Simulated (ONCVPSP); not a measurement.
## What one change does to a pseudopotential (manganese (Mn), ONCV)

manganese, optimised norm-conserving Vanderbilt (ONCV), made with ONCVPSP 4.0.1 (PBEsol, scalar-relativistic). Core [Ne], reference 3s2 3p6 3d5 4s2. Waves: 3s+4s: rc 1.35 bohr, ncon 3, nbas 6, qcut 10.9 1/bohr, 2 projectors; 3p: rc 1.05 bohr, ncon 4, nbas 8, qcut 16 1/bohr, 2 projectors, debl 2.4 Ha; 3d: rc 1.25 bohr, ncon 4, nbas 8, qcut 13.8 1/bohr, 1 projector; f scattering state at 0.09 Ha: rc 1.20 bohr, ncon 4, nbas 8, qcut 9.5 1/bohr, 2 projectors, debl 3.6 Ha. Local part: polynomial inside 1.00 bohr (lpopt 3, dvloc0 3 Ha). Core correction: none.

All-electron outer shells of the reference configuration (PBEsol, scalar-relativistic, ld1.x):

```tsv
shell	level (eV)	outermost node (bohr)	outermost maximum (bohr)
2p	-629.76	–	0.19
3s	-85.64	0.34	0.74
3p	-54.48	0.31	0.75
3d	-6.79	–	0.76
4s	-5.12	1.05	2.51
```

Change: p: rc 0.74; local potential polynomial inside 0.74 bohr (lpopt 3, dvloc0 3 Ha).

Cutoffs: the cutoffs (Ha) at which the residual kinetic energy of the hardest occupied pseudo-wave falls to 1 and 0.1 mHa per electron; they do not see the model core or the augmentation charge, which bear on the density cutoff. Errors are all-electron minus pseudo energies relative to the spin-unpolarised reference configuration.

Task: What does the change do?

Result: The potential gets neither clearly harder nor softer (65 Ha and 76 Ha → 65 Ha and 75 Ha); of the 4 tests that both files solve, the error grows in 1 and shrinks in 1 by more than 15 % and 0.3 meV (median size 0.6 → 1.1 meV); neither file shows a bound ghost.

| quantity | base | changed |
| --- | --- | --- |
| cutoff, loose | 65 Ha | 65 Ha |
| cutoff, tight | 76 Ha | 75 Ha |
| loose cutoff by channel | s 34 Ha, p 59 Ha, d 65 Ha | s 34 Ha, p 60 Ha, d 65 Ha |
| bound ghosts | none | none |
| GHOST(+) flags under 300 eV | none | none |
| error for 3s2 3p6 3d5 4s1, meV [ΔE 8.43 eV] | -0.1 | -0.1 |
| error for 3s2 3p6 3d5 4s0, meV [ΔE 23.94 eV] | +1.2 | +1.1 |
| error for 3s2 3p6 3d4 4s0, meV [ΔE 56.42 eV] | -8.2 | -5.4 |
| error for 3s2 3p6 3d6 4s1, meV [ΔE -0.37 eV] | 0.0 | +1.0 |
| s: phases at 1.37 bohr within 0.05 rad from the reference energy up to (Ha; the scan ends near 5) | to the end of the scan | to the end of the scan |
| d: phases at 1.27 bohr within 0.05 rad from the reference energy up to (Ha; the scan ends near 5) | 2.8 | 3.1 |
| f: phases at 1.22 bohr within 0.05 rad from the reference energy up to (Ha; the scan ends near 5) | to the end of the scan | to the end of the scan |
